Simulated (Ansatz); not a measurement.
# Ligand exchange: C5H10O + C3H9BO → C4H8O2 + C4H11B

Gas-phase species: C5H10O `CCCC(C)=O`, singlet; C3H9BO `CC(C)BO`, singlet; C4H8O2 (butyric acid) `CCCC(=O)O`, singlet; C4H11B `CBC(C)C`, singlet. The partners trade CH3 for OH: C–CH3 and B–OH bonds give way to C–OH and B–CH3.

Shapes, held fixed at every level: PBE0-D4/def2-TZVP. Flexible molecules stand in one conformer, not always the lowest. Programs: Ansatz 0.2.0. Electronic energies: no zero-point or thermal term.

| level | kind | ΔE (kJ/mol) | less CCSD(T)/CBS estimate |
| --- | --- | --- | --- |
| PBE-D4/def2-TZVPP | GGA | +80.0 | -12.4 |
| r2SCAN-D4/def2-TZVPP | meta-GGA | +79.9 | -12.5 |
| B3LYP-D4/def2-TZVPP | global hybrid | +87.3 | -5.1 |
| PBE0-D4/def2-TZVPP | global hybrid | +80.8 | -11.6 |
| wB97X-V/def2-TZVPP | range-separated hybrid | +83.0 | -9.4 |
| MP2/def2-TZVPP | perturbation theory | +92.4 | 0.0 |
| CCSD(T)/CBS estimate | coupled cluster or CI | +92.4 | 0.0 |

The highest level, CCSD(T)/CBS estimate, gives ΔE = +92.4 kJ/mol; the levels span +79.9 to +92.4. The column of differences is taken from that level and isn't an error. No measured value is set beside it here. The CBS estimate extrapolates MP2 from def2-TZVPP and def2-QZVPP and adds CCSD(T) − MP2 in the triple-zeta set, cores frozen.
